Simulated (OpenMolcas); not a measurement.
## Ionisation energies of strontium

| Property | Result |
| --- | --- |
| Program | OpenMolcas |
| Basis | ANO-RCC-VQZP [8s7p4d2f1g] |
| Scalar Hamiltonian | DKH2, point nucleus |
| Spin-orbit coupling | RASSI with atomic mean-field integrals over the reference wave functions, term energies averaged over their components |

Active shells in each charge state: the valence s, p shells, with orbitals averaged over the low states. Where CASPT2's correlated closed shells are named, they are those of the first ion.

A. CASSCF
B. SS-CASPT2, IPEA 0.25 Eh, imaginary shift 0.1 Eh (closed shells correlated: 4s 4p)
C. SS-CASPT2, IPEA 0.25 Eh, imaginary shift 0.1 Eh (closed shells correlated: none)
D. SS-CASPT2, IPEA 0 Eh, imaginary shift 0.1 Eh (closed shells correlated: 4s 4p)
E. SS-CASPT2, IPEA 0.25 Eh, imaginary shift 0.1 Eh (closed shells correlated: 3d 4s 4p)

Energies in eV between the lowest computed levels, named as in B; reference values from the NIST Atomic Spectra Database with their kind.

```json
{"From": "Sr 5s² ¹S₀", "To": "Sr+ 5s ²S_1/2", "A": "5.395", "B": "5.584", "C": "5.430", "D": "5.579", "E": "5.589", "Spin-orbit share in B": "+0.000", "Reference": "5.695 (measured)"}
{"From": "Sr+ 5s ²S_1/2", "To": "Sr2+ 4p⁶ ¹S₀", "A": "10.440", "B": "10.948", "C": "10.440", "D": "10.984", "E": "10.960", "Spin-orbit share in B": "+0.000", "Reference": "11.030 (measured)"}
```

Error against the reference values, in %:

| From | Reference | A | B | C | D | E |
| --- | --- | --- | --- | --- | --- | --- |
| Sr | measured | -5.3 | -1.9 | -4.7 | -2.0 | -1.9 |
| Sr+ | measured | -5.3 | -0.7 | -5.3 | -0.4 | -0.6 |

Mean absolute error over the 2 measured values: A 0.45 eV, B 0.10 eV, C 0.43 eV, D 0.08 eV, E 0.09 eV.
